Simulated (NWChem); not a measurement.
**Total energies of HBN**

```
B
N 1 1.3082
H 1 1.1834 2 180.00
```
Charge 0, spin multiplicity 2.

Program: NWChem. The geometry was optimised at UB3LYP/def2-SVP, a minimum by its harmonic frequencies.

Basis set: cc-pVTZ (74 functions).

```
method   total energy (Ha)
-------  -----------------
UHF              -79.66009
UMP2             -79.90807
UB2PLYP          -80.05145
UPBE             -80.00683
UB3LYP           -80.12510
UBLYP            -80.10034
```

Total energies of different functionals aren't comparable as a measure of quality: only differences taken within one method are. 

The correlated methods keep 2 core orbitals frozen. B3LYP has NWChem's definition, with VWN1-RPA local correlation. The structure started from a generated list of species. The unpaired electrons of the parent sit in orbitals of symmetry b2 (C2v labels of the run); other states weren't searched. No SCF solution was tested for a lower state. Open-shell Hartree-Fock references start from PBE0 orbitals.
